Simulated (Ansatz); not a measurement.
`C=[CH][Zn][CH]=C` + H₂ → `C=[CH][ZnH]` + `C=C` at 400 K and 1 bar (hydrogenolysis of a Zn–C bond).

Gas-phase electronic energies from Ansatz, PBE0-D4/def2-TZVP geometries. CCSD(T)/CBS adds triple-zeta CCSD(T) − MP2 to the extrapolated MP2 energy (def2 sets, frozen cores). This one scheme is used for every species. For Zn outer-core shells are correlated without core-valence functions, which leaves a few kJ/mol of doubt a bond. Scalar relativity is left out up to krypton. Each species was taken in one conformer, which may not be the lowest.

| species | CCSD(T)/CBS energy (Eh) | H − E (kJ/mol) | S (J/(mol·K)) |
| --- | --- | --- | --- |
| `C=[CH][Zn][CH]=C` | -1934.13426 | 251.3 | 392.9 |
| H₂ | -1.17544 | 38.0 | 139.0 |
| `C=[CH][ZnH]` | -1856.83987 | 146.8 | 307.8 |
| `C=C` | -78.48111 | 149.4 | 232.7 |

H − E and S are ideal-gas, rigid-rotor, harmonic terms from PBE0-D4/def2-TZVP, for one conformer and one mirror image of each species. For small species the MP2-based limit differs from directly extrapolated CCSD(T) by up to some mEh (0.8 for H₂); such offsets cancel only in part. 1 Eh = 2625.50 kJ/mol, R = 8.31446 J/(mol·K).

By hand: ΔE, ΔH, ΔS and ΔG.

ΔE = (-1856.83987) + (-78.48111) − (-1934.13426) − (-1.17544) = -0.01128 Eh = -29.6 kJ/mol. Δ(H − E) = 146.8 + 149.4 − 251.3 − 38.0 = 6.9, so ΔH = -22.7 kJ/mol. ΔS = 307.8 + 232.7 − 392.9 − 139.0 = 8.6 J/(mol·K). ΔG = -22.7 − 400 × (8.6)/1000 = -26.1 kJ/mol.

By hand: the equilibrium constant, and the temperature at which ΔG would vanish if ΔH and ΔS stayed fixed.

log₁₀ K = −ΔG/(RT ln 10) = 3.4. ΔH and −TΔS have one sign here, so there is no such temperature.

The number of gas molecules stays the same, so ΔS is small and ΔH decides. A doubt of 5 kJ/mol in ΔE shifts log₁₀ K by 0.7 here. Other conformers and mirror images would add mixing entropy, several J/(mol·K) or more a flexible species. Modes under 60 cm⁻¹, often nearly free rotors, make the harmonic entropy too high. These are equilibria of isolated gas molecules and say nothing of rates. Largest T1 diagnostic: 0.015 (customary marks: 0.02 for closed shells, 0.045 for open ones).

ΔS is within the doubt of such terms, so its sign, and with it that verdict, could turn.
